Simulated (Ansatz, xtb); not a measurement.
**C4H5BSSe: which of two isomers lies lower**

Structure I: `Bc1cc(S)c[se]1`, a singlet. Structure II: `Bc1ccc(S)[se]1`, a singlet. Both are isolated molecules in the gas phase, relaxed with B3LYP-D3(BJ)/def2-SVP; the shapes shown needn't be the lowest conformers.

I (Å):

```xyz
12

C    -1.0002   -0.0849   -0.4397
C     0.0343   -0.1729   -1.3600
C    -0.3009    0.1025   -2.7168
C    -1.6334    0.4091   -2.9172
B    -0.9494   -0.3191    1.0612
S     0.8409   -0.0212   -4.0816
Se   -2.6061    0.3628   -1.3406
H     0.1077   -0.5974    1.5739
H    -1.9420   -0.2304    1.7414
H     1.0466   -0.4453   -1.0527
H     1.8236    0.7280   -3.5287
H    -2.0901    0.6650   -3.8728
```

II (Å):

```xyz
12

C    -0.6605    0.1492   -0.2795
C    -0.5626   -0.8938   -1.1941
C    -0.4301   -0.5484   -2.5576
C    -0.4151    0.8168   -2.8059
B    -0.8087    0.0820    1.2241
S    -0.2679    1.6377   -4.3482
Se   -0.5790    1.7998   -1.2202
H    -0.8822    1.0825    1.8957
H    -0.8536   -1.0022    1.7556
H    -0.5886   -1.9329   -0.8558
H    -0.3459   -1.2880   -3.3566
H    -0.1849    0.5152   -5.0996
```

Quicker runs give these differences E(II) − E(I): GFN2-xTB +1.79 kcal/mol; HF/STO-3G −2.56 kcal/mol (at GFN2-xTB geometries); r2SCAN-D4/def2-SVP −1.62 kcal/mol (at GFN2-xTB geometries).

Task: Estimate which is lower in electronic energy at CCSD(T)/def2-SVP + ΔMP2/def2-TZVPP, and by roughly how much.

Result: CCSD(T)/def2-SVP + ΔMP2/def2-TZVPP gives E(II) − E(I) = −0.10 kcal/mol, slightly favouring structure II, which is too small a margin to settle the true order.

Level by level:

```csv
level,geometry,E(II) − E(I) (kcal/mol),departure from the last row (kcal/mol),"job, with rough time for the two"
GFN2-xTB,GFN2-xTB,+1.79,+1.88,"optimisation, 1.1 s"
HF/STO-3G,GFN2-xTB,−2.56,−2.46,"single point, 2.7 s"
r2SCAN-D4/def2-SVP,GFN2-xTB,−1.62,−1.53,"single point, 13 s"
B3LYP-D3(BJ)/def2-SVP,B3LYP-D3(BJ)/def2-SVP,−1.34,−1.24,"optimisation, 5.4 min"
HF/def2-SVP,B3LYP-D3(BJ)/def2-SVP,+0.63,+0.73,part of the CCSD(T) run
MP2/def2-SVP,B3LYP-D3(BJ)/def2-SVP,−0.04,+0.06,part of the CCSD(T) run
CCSD(T)/def2-SVP,B3LYP-D3(BJ)/def2-SVP,+0.21,+0.31,single point
CCSD(T)/def2-SVP + ΔMP2/def2-TZVPP,B3LYP-D3(BJ)/def2-SVP,−0.10,,"single point, 4.6 min"
```

As drawn, both hold the same kinds of bond in the same numbers.

The largest departure from CCSD(T)/def2-SVP + ΔMP2/def2-TZVPP is that of HF/STO-3G, 2.46 kcal/mol. The last row adds to CCSD(T) the change of the MP2 difference between the two basis sets, here −0.31 kcal/mol.

With thermal terms from frequencies at re-optimised GFN2-xTB minima (ideal gas, soft modes damped towards free rotors, one conformer each, 298.15 K, 1 atm): the zero-point term adds +0.14 kcal/mol; ΔH is +0.03 and ΔG +0.10 kcal/mol.

The correlated steps freeze 19 core orbitals; the filled d shell of Se is correlated, in a basis made for valence electrons. Programs: Ansatz 0.2.0, xtb 6.7.1; the last row on 2 threads of Intel(R) Xeon(R) Processor @ 2.50GHz (Skylake/Cascade Lake) on a shared host.
